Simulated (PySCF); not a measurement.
Al(H)(Cl)(NMe2) (C2H7AlClN), SMILES C[N](C)[AlH][Cl].

Geometry optimised at B3LYP-D3(BJ)/def2-SVP. The structure was generated by enumeration; whether it is a known compound was not checked. Other conformers were not sampled.

Two levels are set side by side: PBE/def2-TZVP (PySCF) and CAM-B3LYP/def2-TZVP (PySCF). Same geometry, gas phase. Differences are taken from unrounded values.

| quantity | CAM-B3LYP | PBE | PBE minus CAM-B3LYP |
|---|---|---|---|
| orbital gap (eV) | 8.32 | 4.06 | -4.26 |
| highest occupied level (eV) | -8.01 | -5.42 | 2.59 |
| lowest empty level (eV) | 0.31 | -1.36 | -1.67 |
| dipole moment (D) | 2.03 | 2.04 | 0.02 |
| mean polarisability (bohr³) | 70.3 | 75.6 | 5.3 |

Without exact exchange PBE keeps part of each electron's self-repulsion, which lifts occupied levels and narrows the gap. PBE's more diffuse valence density responds more strongly to a field. Differences between two approximate levels are no errors against the true value.

Rough cost on one machine, each run with all the roots and properties that it gave: CAM-B3LYP against PBE within a factor of 2.
